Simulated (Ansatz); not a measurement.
```yaml
atoms:
  - { symbol: O, position_ang: [1.2418, 0.0000, 0.0000] }
  - { symbol: C, position_ang: [0.3810, 1.1734, 0.0000] }
  - { symbol: C, position_ang: [-1.0350, 0.7726, 0.0000] }
  - { symbol: C, position_ang: [-1.0350, -0.7726, 0.0000] }
  - { symbol: C, position_ang: [0.3810, -1.1734, 0.0000] }
  - { symbol: H, position_ang: [0.9232, 2.2147, 0.0000] }
  - { symbol: H, position_ang: [-1.9660, 1.4893, 0.0000] }
  - { symbol: H, position_ang: [-1.9660, -1.4893, 0.0000] }
  - { symbol: H, position_ang: [0.9232, -2.2147, 0.0000] }
```

Basis set: 6-31G* (spherical functions). Left uncorrelated: 5 orbitals. Charge 0, multiplicity 1.

Computed with Ansatz (development build ahead of 0.2.0); each method stands on the lowest determinant of its kind that the runs found. Restricted open shells among the atoms or ions are ROHF, correlated in semicanonical orbitals with singles.

Task: Give the atomization energy at this shape (free ground-state atoms in the same class of orbitals less the molecule, no zero-point energy) of singlet C4H4O by RHF-MP2, RHF.

Result:

| method | atomization energy |
| --- | --- |
| RHF-MP2 | 3795.2 kJ/mol |
| RHF | 2765.5 kJ/mol |

Caution: in another basis set an unrestricted determinant lies well below; the shape is not the minimum.
